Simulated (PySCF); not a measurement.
**Spin-rotation constants: `[H]/N=C\CC#CC(=C)Cl`, C$_{6}$H$_{6}$ClN**

Geometry:
```tsv
atom	x (Å)	y (Å)	z (Å)
C1	-2.973	1.093	-0.076
C2	-2.436	-0.114	-0.208
Cl3	-3.436	-1.533	-0.389
C4	-1.052	-0.375	-0.219
C5	0.113	-0.680	-0.230
C6	1.537	-0.925	-0.253
C7	2.263	0.257	-0.856
N8	3.251	0.867	-0.398
H9	-2.341	1.957	0.033
H10	-4.036	1.244	-0.078
H11	1.739	-1.805	-0.872
H12	1.899	-1.121	0.762
H13	1.867	0.604	-1.806
H14	3.603	0.530	0.498
```

The calculation used PySCF 2.14.0, GIAO LC-wPBE/6-311G** magnetisability, rotational g tensor and spin-rotation constants, non-relativistic, gas phase. Geometry: GFN2-xTB.

Task: Give the nuclear spin-rotation constants along the inertial axes (H = +C I·J) beside the isotropic shieldings.

Result: Rotational constants 4.9515, 0.6040, 0.5480 GHz. A star marks the isotopologue with that one atom substituted, in its own axes.
```tsv
atom	isotope	Caa (kHz)	Cbb (kHz)	Ccc (kHz)	mean (kHz)	σ (ppm)
Cl3	35Cl	1.035	0.148	0.185	0.456	700.4
N8	14N	0.907	0.061	0.142	0.370	-84.8
H9	1H	0.015	-0.007	-0.066	-0.019	26.2
H10	1H	0.390	-0.053	-0.066	0.090	26.3
H11	1H	-0.565	0.005	-0.043	-0.201	29.0
H12	1H	-0.524	-0.065	0.013	-0.192	29.4
H13	1H	-0.401	-0.049	0.040	-0.137	24.3
H14	1H	-0.361	-0.063	0.069	-0.118	21.3
C1	13C*	2.303	0.185	0.077	0.855	59.6
C2	13C*	2.348	0.166	0.092	0.869	60.2
C4	13C*	0.306	0.180	0.194	0.227	106.5
C5	13C*	0.647	0.178	0.182	0.336	96.9
C6	13C*	0.785	0.092	0.080	0.319	161.2
C7	13C*	1.588	0.182	0.252	0.674	23.5
```
For the geometry as given, no vibrational averaging.
